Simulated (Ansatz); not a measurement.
One geometry of the cluster KNa₃, several levels of theory.

```yaml
crystal:
  periodic: [false, false, false]
  atoms:
    - {symbol: Na, position_ang: [-0.630858, 1.320096, 0.595618]}
    - {symbol: Na, position_ang: [0.641026, -1.180722, -0.829268]}
    - {symbol: Na, position_ang: [0.160933, 1.739627, -2.889179]}
    - {symbol: K, position_ang: [-0.171111, -1.879001, 3.122840]}
basis:
  gaussian: {orbitals: def2-TZVP, initial_orbitals: start.molden}
hamiltonian: {xc: {name: LC-wPBE, parameters: {omega: 0.1/bohr}}}
scf: {omitted_lower_state_checks: [starts]}
output: {orbitals: {seedname: orbitals}}
```

The file start.molden holds the orbitals of an earlier run on this structure, at another level or in another basis.

```sh
$ ansatz run in.yaml --threads 4 --pin off --events-out ev --progress --plain --max-ram 3916MiB
```

Output, abridged:

```
Functional definition: LC-wPBE
1156 factors; their error is unknown
112 factors; integrals over basis functions are off by at most 3.3e-6 eV
mean field evaluation 1: about -29560.3951 eV, gradient 7.4e0 eV
mean field evaluation 2: about -29560.4341 eV, gradient 6.0e-2 eV
mean field evaluation 4: about -29560.4062 eV, gradient 2.6e-4 eV
mean field -29560.40621169 eV, -1086.3248915166 hartree, gradient 2.6e-5 eV, S^2 0.000000; 0 other end points of the search recorded, 0 dependent functions left out
reference -29560.40621176 eV, -1086.3248915190 hartree; 26, 26 occupied and 103, 103 virtual orbitals, 1156 factors
Total energy: -29560.40621176 eV, -1086.3248915190 hartree
Checks for a lower state left out: starts
```

Run time 1.9 s (4 threads of Arm Neoverse V1 on a shared host).

First input, but with `hamiltonian: {xc: {name: CAM-B3LYP}}` (abridged; 1.8 s):

```
Functional definition: CAM-B3LYP
mean field -29572.83538433 eV, -1086.7816551862 hartree, gradient 8.1e-5 eV, S^2 0.000000
Total energy: -29572.83550077 eV, -1086.7816594653 hartree
Checks for a lower state left out: starts
```

As the first input, with `gaussian: {orbitals: def2-SVP, initial_orbitals: start.molden}`, `hamiltonian: {xc: pbe0}` (abridged; 1.4 s):

```
Functional definition: PBE0
mean field -29553.43834743 eV, -1086.0688272279 hartree, gradient 1.8e-5 eV, S^2 0.000000
Total energy: -29553.43838134 eV, -1086.0688284743 hartree
Checks for a lower state left out: starts
```

First input, but with `hamiltonian: {xc: {name: BLYP}}` (abridged; 1.7 s):

```
Functional definition: BLYP
mean field -29573.22724020 eV, -1086.7960556240 hartree, gradient 2.2e-5 eV, S^2 0.000000
Total energy: -29573.22755875 eV, -1086.7960673306 hartree
Checks for a lower state left out: starts
```

First input, but with `gaussian: {orbitals: def2-TZVPD, initial_orbitals: start.molden}`, `hamiltonian: {xc: pbe0}` (abridged; 2.1 s):

```
Functional definition: PBE0
mean field -29560.38437512 eV, -1086.3240890374 hartree, gradient 5.8e-5 eV, S^2 0.000000
Total energy: -29560.38442074 eV, -1086.3240907138 hartree
Checks for a lower state left out: starts
```

First input, but with `gaussian: {orbitals: 6-31G}`, `hamiltonian: {xc: {name: B3LYP}}` (abridged; 1.4 s):

```
Functional definition: B3LYP
mean field evaluation 16: about -29572.9008 eV, gradient 7.7e-5 eV
mean field -29572.90076932 eV, -1086.7840580405 hartree, gradient 7.7e-5 eV, S^2 0.000000
Total energy: -29572.90099543 eV, -1086.7840663496 hartree
Checks for a lower state left out: starts
```

The first input with `gaussian: {orbitals: def2-SVP, initial_orbitals: start.molden}`, `hamiltonian: {xc: pbe}` (abridged; 1.1 s):

```
Functional definition: PBE
mean field -29550.99027928 eV, -1085.9788623830 hartree, gradient 2.1e-5 eV, S^2 0.000000
Total energy: -29550.99032249 eV, -1085.9788639710 hartree
Checks for a lower state left out: starts
```

Geometry: r2SCAN/def2-TZVP.

The 6-31G sets use Cartesian d functions. B3LYP takes the VWN-RPA correlation. The restricted singlet is unstable towards broken spin symmetry at other levels; at LC-ωPBE (ω = 0.10 bohr⁻¹)/def2-TZVP, CAM-B3LYP/def2-TZVP, PBE0/def2-SVP, BLYP/def2-TZVP and others this wasn't settled. The geometry of the singlet was relaxed on an unsound state (restricted singlet, unstable towards broken spin symmetry). The structure comes from a short search, and lower isomers may exist.
